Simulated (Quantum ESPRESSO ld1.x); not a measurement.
The numbers below are computed, except where a source is named.
Question: Species: Tc XIX. Configuration: [Ar] 3d7 (the NIST ground configuration). Level of theory: Dirac Kohn-Sham, PW91, spin-unpolarised, spherical densities, point nucleus; open shells fill j = l - 1/2 first (ld1.x of Quantum ESPRESSO 7.5). Some entries of the table are withheld. Estimate them.

orbital  occ.  eigenvalue (eV)  <1/r> (bohr^-1)  <r> (bohr)
1s1/2       2         -21416.5            44.71     0.03428
2s1/2       2         -3522.19            10.23      0.1489
2p1/2       2              (1)            10.20      0.1267
2p3/2       4              (2)            9.689      0.1314
3s1/2       2         -1010.48            3.664      0.3995
3p1/2       2         -923.286            3.580      0.3898
3p3/2       4         -901.218            3.459      0.3988
3d3/2       4         -751.258            3.311      0.3654
3d5/2       3         -746.755            3.280      0.3682
4s1/2       0         -452.183            1.698      0.8395
4p1/2       0              (3)              (4)      0.8534
4p3/2       0              (5)              (6)      0.8662

Answer: 
(1) 2p1/2 eigenvalue (eV): -3293.20
(2) 2p3/2 eigenvalue (eV): -3174.37
(3) 4p1/2 eigenvalue (eV): -419.482
(4) 4p1/2 <1/r> (bohr^-1): 1.644
(5) 4p3/2 eigenvalue (eV): -413.195
(6) 4p3/2 <1/r> (bohr^-1): 1.609
